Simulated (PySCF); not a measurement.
**`O=CO[SiH]1SCCS1`: 4 charge schemes on one density**

Species: C₃H₆O₂S₂Si.
Numbering: `[O:1]=[CH:2][O:3][SiH:4]1[S:5][CH2:6][CH2:7][S:8]1` (hydrogens: H9 on C2; H10 on Si4; H11, H12 on C6; H13, H14 on C7)

Cartesian coordinates in Å at the PBE0-D3(BJ)/def2-SVP level; atoms count from 1:
```
atom  x, y, z in Å
O1     3.324   -0.520   -0.194
C2     3.029   -0.187    0.919
O3     1.873    0.385    1.248
Si4    0.750    0.718   -0.012
S5    -0.120   -0.993   -0.922
C6    -1.623   -0.967    0.129
C7    -2.170    0.436    0.276
S8    -0.925    1.583    0.984
H9     3.681   -0.319    1.808
H10    1.447    1.596   -0.979
H11   -1.388   -1.406    1.111
H12   -2.354   -1.618   -0.376
H13   -2.510    0.829   -0.693
H14   -3.020    0.449    0.976
```

Density: PBE0/pcSseg-1 (PySCF); schemes: Mulliken, IAO, Hirshfeld and ESP-fitted. Geometry: PBE0-D3(BJ)/def2-SVP, one conformer, isolated molecule.

Task: Atoms with like bonding are taken together and averaged. Do the Mulliken, IAO, Hirshfeld and ESP-fitted schemes agree on where the charge is highest?

Result: All schemes agree: Mulliken Si4 (+0.844); IAO Si4 (+0.896); Hirshfeld Si4 (+0.347); ESP-fitted Si4 (+0.588).

Task: At which atom do the 4 schemes differ most?

Result: At Si4: from +0.347 (Hirshfeld) to +0.896 e (IAO), 0.549 e apart.

Task: What partial charge does each atom carry?

Result: In e; atoms taken as equivalent share a row and are averaged (×n: the atom named and its like, n in all):

| atom | environment | Mulliken | IAO | Hirshfeld | ESP-fitted |
| --- | --- | --- | --- | --- | --- |
| O1 | carbonyl oxygen | -0.400 | -0.435 | -0.243 | -0.465 |
| C2 | carbonyl carbon | +0.448 | +0.411 | +0.182 | +0.555 |
| O3 | oxygen singly bound to a carbonyl carbon | -0.560 | -0.579 | -0.202 | -0.407 |
| Si4 | oxygen-bound silicon | +0.844 | +0.896 | +0.347 | +0.588 |
| S5/S8 | sulfur bonded to C and Si | -0.234 | -0.161 | -0.076 | -0.207 |
| C6/C7 | sp3 carbon bound to sulfur | -0.332 | -0.327 | -0.067 | -0.333 |
| H9 | formyl hydrogen | +0.121 | +0.136 | +0.068 | +0.040 |
| H10 | Si–H hydrogen | -0.029 | -0.107 | -0.062 | -0.040 |
| H11/H14 | methylene hydrogen | +0.177 | +0.164 | +0.049 | +0.209 |
| H12/H13 | methylene hydrogen | +0.177 | +0.164 | +0.049 | +0.195 |

Mean size of the charges over all atoms: Mulliken 0.303 e, IAO 0.300 e, ESP-fitted 0.284 e, Hirshfeld 0.113 e. Each set sums to the total charge, 0, to within 0.001 e. The IAO scheme counts the electrons in orthogonalised intrinsic atomic orbitals, a minimal basis polarised so that it spans the occupied orbitals exactly.

Some averages cover members that differ in this geometry: H12/H13, ESP-fitted +0.166 to +0.225; H11/H14, ESP-fitted +0.188 to +0.230; S5/S8, ESP-fitted -0.223 to -0.190; S5/S8, Mulliken -0.247 to -0.220 e.

Task: How closely do the schemes follow one another over all atoms?

Result: Correlation coefficient and root-mean-square difference: Mulliken with IAO 0.99, 0.041 e; IAO with Hirshfeld 0.97, 0.230 e; Mulliken with ESP-fitted 0.97, 0.092 e; Mulliken with Hirshfeld 0.96, 0.228 e; IAO with ESP-fitted 0.96, 0.111 e; Hirshfeld with ESP-fitted 0.94, 0.200 e.

Task: How many electrons does the IAO scheme count on C6?

Result: Its own charge is -0.329 e, so Z − q = 6.329.

Task: Sum the charges by element, for elements with more than one atom.

Result: 
```tsv
element	atoms	Mulliken	IAO	Hirshfeld	ESP-fitted
O	2	-0.960	-1.013	-0.445	-0.872
C	3	-0.216	-0.243	+0.049	-0.111
S	2	-0.467	-0.323	-0.153	-0.413
H	6	+0.800	+0.684	+0.202	+0.808
```
